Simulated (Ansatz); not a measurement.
`C[O][Ge][F]` + HBr → `[F][Ge][Br]` + CH₃OH  (ligand exchange at a Ge–O bond)

Program: Ansatz. Geometries: PBE0-D4/def2-TZVP. ΔE: electronic, gas phase. CBS: MP2 limit from def2 TZ/QZ plus the TZ coupled-cluster correction, frozen cores. This one scheme is used for every species. DFT in def2-TZVPP. B3LYP here is the variant with VWN-RPA as its local correlation; programs differ in this. HSE06 is defined as in plane-wave codes. For Br, Ge outer-core shells are correlated without core-valence functions, which leaves a few kJ/mol of doubt a bond. Scalar relativity is left out up to krypton. Each species was taken in one conformer, which may not be the lowest.

`C[O][Ge][F]`:

```xyz
7

C    -0.740    0.147   -0.326
O     0.555   -0.109   -0.829
Ge    2.045   -0.407    0.068
F     1.409   -0.282    1.713
H    -0.766    0.139    0.766
H    -1.075    1.124   -0.685
H    -1.427   -0.613   -0.707
```

HBr:

Z-matrix (Å, degrees):
```
Br
H 1 1.420
```

`[F][Ge][Br]`:

Z-matrix (Å, degrees):
```
Ge
F 1 1.749
Br 1 2.341 2 98.7
```

CH₃OH:

```xyz
6

C     0.150   -0.174   -0.272
O    -0.009    0.849    0.684
H     1.033    0.075   -0.862
H    -0.706   -0.246   -0.954
H     0.315   -1.156    0.190
H    -0.783    0.652    1.215
```

```json
{"level": "PBE-D4", "ΔE (kcal/mol)": "-8.2"}
{"level": "B3LYP-D4", "ΔE (kcal/mol)": "-7.3"}
{"level": "HSE06-D4", "ΔE (kcal/mol)": "-9.0"}
{"level": "r2SCAN", "ΔE (kcal/mol)": "-7.3"}
{"level": "HF/def2-SVP", "ΔE (kcal/mol)": "-7.1"}
{"level": "MP2/def2-SVP", "ΔE (kcal/mol)": "-3.0"}
{"level": "CCSD(T)/def2-SVP", "ΔE (kcal/mol)": "-3.0"}
{"level": "SCS-MP2/def2-TZVPP", "ΔE (kcal/mol)": "-5.0"}
```

Task: What does CCSD(T)/CBS give? (Best estimate.)

Result: The calculation gave: -6.4 kcal/mol. The listed levels differ from it by -1.8, -0.9, -2.6, -0.9, -0.7, 3.4, 3.4, 1.4 kcal/mol.

Largest T1 diagnostic among the species: 0.015.

Leaving LDA and LC-ωPBE aside and taking each functional with its dispersion term where it has one, the values, not all of them listed here, spread over 3.6 kcal/mol, from HSE06-D4 to CAM-B3LYP-D4. LDA lies +2.8 kcal/mol from PBE without D4. In def2-TZVPP, CCSD(T) changes the Hartree–Fock value by +3.8 kcal/mol (the triples alone add +0.4 kcal/mol) and MP2 by +3.8 kcal/mol.
